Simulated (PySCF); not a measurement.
## Shifts of the heteroatoms

Bonds (- single, = double, # triple, : aromatic): C1-C2 1.512 Å, C2-O3 1.427 Å, O3-C4 1.338 Å, C4=O5 1.206 Å, C4-C6 1.470 Å, C6=C7 1.336 Å, C7-F8 1.297 Å, C7-F9 1.305 Å. C1 carries H10, H11, H12; C2 carries H13, H14; C6 carries H15.

One conformer, no relativistic terms, averaged over atoms made equivalent by symmetry, fast rotation or ring inversion, no solvent. B3LYP/pcJ-1 coupling constants (spin–dipole term only in couplings to heteroatoms); σ from GIAO-PBE0/pcSseg-1; geometry: PBE0-D3(BJ)/def2-SVP; PySCF 2.14.

**Question.** Where does $^{19}$F resonate?

**Answer.** 
```
atoms       environment  σ (ppm)  δ (ppm)
   F8  vinylic fluorine    230.6    -56.5
   F9  vinylic fluorine    241.7    -66.9
```

Shieldings were converted by a linear fit to measured shifts: $^{19}$F: δ = 160.63 − 0.942σ +14.9 on sp3 carbon (rms 6.9 ppm, 221 shifts, 7.7 ppm with the 5 outliers that the fit left out vs CFCl3, solution or neat liquid). A few per cent of atoms miss by over 2 rms, more outside the fitted compound classes. Couplings are scaled by factors fitted to measured values: $^{2}J$(H,H) × 0.91 (rms 0.6 Hz), $^{3}J$(H,H) × 0.91 (rms 0.4 Hz, 0.5 with 2 outliers), $^{1}J$(C,F) × 0.77 (rms 7.3 Hz), $^{2}J$(C,F) × 1.09 (rms 1.9 Hz, 5.0 with 1 outliers), $^{3}J$(C,F) × 1.48 (rms 1.3 Hz); all others are unscaled and can be 10–30 % off.

Couplings (the largest are listed; each averaged over equivalent pairs): $^{1}J$(C7,F8) = -301.3 Hz, $^{1}J$(C7,F9) = -292.4 Hz, $^{2}J$(F8,F9) = -141.4 Hz, $^{2}J$(C6,F9) = 31.4 Hz, $^{2}J$(C6,F8) = 14.8 Hz, $^{3}J$(C4,F9) = 22.6 Hz, $^{3}J$(F8,H15) = 21.6 Hz, $^{3}J$(C4,F8) = -13.2 Hz, $^{3}J$(F9,H15) = 1.2 Hz.

On a 400 MHz spectrometer $^{19}$F resonates near 376.4 MHz, so 1 ppm is 376.4 Hz.

**Question.** Predict the $^{17}$O NMR data.

**Answer.** 
```
atoms            environment  σ (ppm)  δ (ppm)
   O5  ester carbonyl oxygen   -103.7    356.5
   O3    ester alkoxy oxygen    122.5    154.8
```

Shieldings were converted by a linear fit to measured shifts: $^{17}$O (scatter 13.4 ppm rms, 14.2 ppm with the 1 outlier that the fit left out vs liquid water, solution or neat liquid). A few per cent of atoms miss by over 2 rms, more outside the fitted compound classes. Couplings are scaled by factors fitted to measured values: $^{2}J$(H,H) × 0.91 (rms 0.6 Hz), $^{3}J$(H,H) × 0.91 (rms 0.4 Hz, 0.5 with 2 outliers), $^{1}J$(C,F) × 0.77 (rms 7.3 Hz), $^{2}J$(C,F) × 1.09 (rms 1.9 Hz, 5.0 with 1 outliers), $^{3}J$(C,F) × 1.48 (rms 1.3 Hz); all others are unscaled and can be 10–30 % off.

Couplings (the largest are listed; each averaged over equivalent pairs; quadrupolar broadening usually hides them): $^{2}J$(O3,H13) = -8.2 Hz, $^{3}J$(O3,H15) = -6.4 Hz, $^{3}J$(O3,H10) = -3.6 Hz.

On a 500 MHz spectrometer $^{17}$O resonates near 67.8 MHz, so 1 ppm is 67.8 Hz.
